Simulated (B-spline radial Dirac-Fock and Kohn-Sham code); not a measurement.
These are calculated numbers from an atomic code on a B-spline grid; the model is one-electron (LDA, Dirac) transition rates at Dirac-Fock energies.

Problem. A single inner-shell vacancy in a neutral atom gives this computed emission spectrum. Which element, which hole, and which lines?

| energy (eV) | relative intensity |
| --- | --- |
| 6913.9 | 51.1 |
| 6928.4 | 100.0 |
| 7644.8 | 6.2 |
| 7646.7 | 12.2 |

Solution. Cobalt (Z = 27), hole in K (1s). In order of rising energy the lines are Kα2 (K-L2), Kα1 (K-L3), Kβ3 (K-M2), Kβ1 (K-M3).
